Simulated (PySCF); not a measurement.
**Correlation energy of Fe²⁺ (iron, charge +2)**

[Ar] 3d5 4s1, high-spin 7S determinant (an excited configuration). Calculation: PySCF 2.14, in ANO-RCC-VTZP (6s5p3d2f1g, 59 functions); the spin-free X2C one-electron Hamiltonian (Gaussian nucleus). Frozen: [Ne]; 14 electrons correlated.

| level | correlation energy (mhartree) |
| --- | --- |
| CCSD | -381.86 |
| (T) | -5.84 |
| CCSD(T) | -387.70 |

Diagnostics: T1 = 0.0046, D1 = 0.0111, largest double amplitude 0.025.

Cost of the coupled-cluster step: of the order of 10 core-seconds, for 14 correlated electrons.

Iterations:

```
CC2 = 0
CCSD nocc = (np.int64(10), np.int64(4)), nmo = (54, 54)
frozen orbitals [[0, 1, 2, 3, 4], [0, 1, 2, 3, 4]]
max_cycle = 100
direct = 0
conv_tol = 1e-08
conv_tol_normt = 1e-06
diis_space = 8
diis_start_cycle = 0
Init t2, MP2 energy = -0.377400780012612
Init E_corr(UCCSD) = -0.377400780030268
cycle = 1  E_corr(UCCSD) = -0.378055203177673  dE = -0.000654423147  norm(t1,t2) = 0.027839
cycle = 2  E_corr(UCCSD) = -0.381552852234779  dE = -0.00349764906  norm(t1,t2) = 0.0054751
cycle = 3  E_corr(UCCSD) = -0.381712415071097  dE = -0.000159562836  norm(t1,t2) = 0.00197438
cycle = 4  E_corr(UCCSD) = -0.381873113684462  dE = -0.000160698613  norm(t1,t2) = 0.000487837
cycle = 5  E_corr(UCCSD) = -0.381864085340988  dE = 9.02834347e-06  norm(t1,t2) = 5.81062e-05
cycle = 6  E_corr(UCCSD) = -0.381861485648053  dE = 2.59969293e-06  norm(t1,t2) = 8.27746e-06
cycle = 7  E_corr(UCCSD) = -0.381861861264401  dE = -3.75616348e-07  norm(t1,t2) = 1.82132e-06
cycle = 8  E_corr(UCCSD) = -0.381861902172881  dE = -4.09084803e-08  norm(t1,t2) = 2.94893e-07
cycle = 9  E_corr(UCCSD) = -0.381861889594667  dE = 1.2578214e-08  norm(t1,t2) = 4.95036e-08
cycle = 10  E_corr(UCCSD) = -0.381861889297392  dE = 2.97275426e-10  norm(t1,t2) = 7.6671e-09
UCCSD converged
E(UCCSD) = -1270.830199985884  E_corr = -0.381861889297392
UCCSD(T) correction = -0.0058442130096576
```
